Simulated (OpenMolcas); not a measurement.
O+: Slater's ratio, worked from levels

```json
{
 "Program": "OpenMolcas",
 "Basis": "ANO-RCC-VQZP [5s4p3d2f1g]",
 "Scalar Hamiltonian": "DKH2, point nucleus",
 "Active space": "5 electrons in 8 orbitals (2s 2p 3s 3p)",
 "State averaging": "2S+1 = 4 odd, 1 root; 2S+1 = 2 odd, 8 roots; 2S+1 = 4 even, 3 roots; 2S+1 = 2 even, 9 roots",
 "Spin-orbit coupling": "RASSI with atomic mean-field integrals over the reference wave functions, term energies averaged over their components"
}
```

Methods: CASSCF; SS-CASPT2, IPEA 0.25 Eh, imaginary shift 0.1 Eh (closed shells correlated: 1s). Measured levels: NIST Handbook of Basic Atomic Spectroscopic Data.

**Slater's ratio.** With one set of orbitals, p3 has 2D* - 4S* = 9 F2 and 2P* - 2D* = 6 F2 (F2 = F²/25), a ratio of 2/3. Term energies are centres of gravity, weighted by 2J + 1.

| Source | 2D* - 4S* | 2P* - 4S* | F2 from the first | Ratio |
| --- | --- | --- | --- | --- |
| CASSCF | 30296 | 39987 | 3366 | 0.320 |
| SS-CASPT2 | 27502 | 40864 | 3056 | 0.486 |
| measured | 26819 | 40469 | 2980 | 0.509 |

Energies in cm-1. A ratio away from 2/3 shows effects beyond one configuration with one set of orbitals, and in heavier atoms second-order spin-orbit shifts. In CASSCF the valence s occupation is 1.94 in 2P* against 2.00 in 2D*: mixing out of s² acts most on 2P* and pulls it down.

CASPT2 does not keep the components of a term degenerate, so their means are used; among the terms shown or strongly mixed into the levels shown the widest spread is 50 cm-1 (2s2 2p3 2D*, SS-CASPT2). The run also gave levels led by 2s2 2p2 3s, which use shells meant for correlation; these and all levels above them are left out. Without dynamic correlation excited terms often stand tens of per cent too high (terms of higher spin than the ground term too low), and those without a measured partner can miss by more than the paired ones (holds for CASSCF). Computed and measured levels are paired by configuration, term and J; levels that our copy of the source lacks, or whose pairing is in doubt (as where it misses far off the trend of its configuration), stay unpaired and out of the deviations. Levels of configurations outside the active space are missing.

* marks odd parity.
